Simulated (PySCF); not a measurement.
```xyz
5

N      2.0383    -0.1894    -0.0029
C      0.8938    -0.0546     0.0505
C     -0.5159     0.1325     0.1243
S     -1.5905    -0.9926    -0.3075
H     -0.8219     1.1076     0.5006
```

Charge 0, multiplicity 1.

Question: Give the Mulliken and meta-Löwdin atomic charges from PBE-D3(BJ)/def2-TZVP // B3LYP-D3(BJ)/def2-TZVP in PySCF.

Answer: 
| atom | Mulliken (e) | meta-Löwdin (e) |
|---|---|---|
| N1 | 0.08 | -0.16 |
| C2 | -0.20 | 0.11 |
| C3 | 0.02 | -0.18 |
| S4 | -0.06 | 0.07 |
| H5 | 0.17 | 0.16 |
